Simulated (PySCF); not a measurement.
Polarisability and C₆ of Ag (silver, neutral)

[Kr] 4d10 5s1, 2S determinant. All numbers are calculated (PySCF 2.14, scalar relativity by spin-free X2C-1e, in x2c-QZVPPall with one added diffuse shell each of s, p, d, f, g type (14s9p8d5f3g, 143 functions)). Coupled (time-dependent) response in atomic units; α is the mean over directions.

```
method  mean α (bohr³)  C₆ (like pair)  S(−4)
   UHF           83.24           694.8   6590
   PBE           48.59           387.5   1719
```

S(−4) is the Cauchy moment in α(ω) = α(0) + S(−4) ω² + …

Reference α: 55 ± 8 bohr³ (recommended; Schwerdtfeger and Nagle, table of static dipole polarizabilities (2023 update)). Published C₆: 341.0 (Gould and Bucko (2016)).

Hartree-Fock lies above the reference because it lacks correlation, which contracts the outer shell.

α(iu) at PBE:

```json
{"u (hartree)": "0", "α(iu) (bohr³)": "48.59"}
{"u (hartree)": "0.0500", "α(iu) (bohr³)": "44.74"}
{"u (hartree)": "0.100", "α(iu) (bohr³)": "36.83"}
{"u (hartree)": "0.200", "α(iu) (bohr³)": "23.86"}
{"u (hartree)": "0.300", "α(iu) (bohr³)": "16.85"}
{"u (hartree)": "0.500", "α(iu) (bohr³)": "10.42"}
{"u (hartree)": "0.750", "α(iu) (bohr³)": "6.977"}
{"u (hartree)": "1.00", "α(iu) (bohr³)": "5.164"}
{"u (hartree)": "1.50", "α(iu) (bohr³)": "3.258"}
{"u (hartree)": "2.00", "α(iu) (bohr³)": "2.270"}
{"u (hartree)": "3.00", "α(iu) (bohr³)": "1.288"}
{"u (hartree)": "5.00", "α(iu) (bohr³)": "0.5776"}
```
